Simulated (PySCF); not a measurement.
Working with the constants of PmH

UHF constants of PmH, septet, about 5.0 electrons in the 4f shell (Mulliken), real f orbitals that mix terms (PySCF, spin-free X2C with a Gaussian nucleus, basis sets Pm x2c-SVPall, H x2c-SVPall; masses 144.9127 and 1.0078 u):

```
ωe   : 1208.4 cm⁻¹
ωexe : 13.6 cm⁻¹
Be   : 3.4479 cm⁻¹
αe   : 0.0627 cm⁻¹
```

Q: What force constant and bond length do these constants imply?

A: Reduced mass μred = 1.0009 u; k = 5.8918×10⁻⁷·μred·ωe² (u, cm⁻¹, mdyn/Å) = 0.861 mdyn/Å; Re = √(16.8576/(μred·Be)) (u, cm⁻¹, Å) = 2.210 Å.

Q: Estimate the centrifugal constant D from the Kratzer relation and find the Dunham coefficient a1.

A: D = 4Be³/ωe² = 0.000112 cm⁻¹; a1 = −1 − αeωe/(6Be²) = -2.06.

Spin–orbit coupling is left out, which matters for elements this heavy, above all for dissociation energies. Hartree–Fock leaves out correlation, which carries a large part of most bond energies and some tenths to 1 eV of ionisation energies. With d or f electrons several states lie close, and the lowest PBE0 determinant need not be the measured ground state.
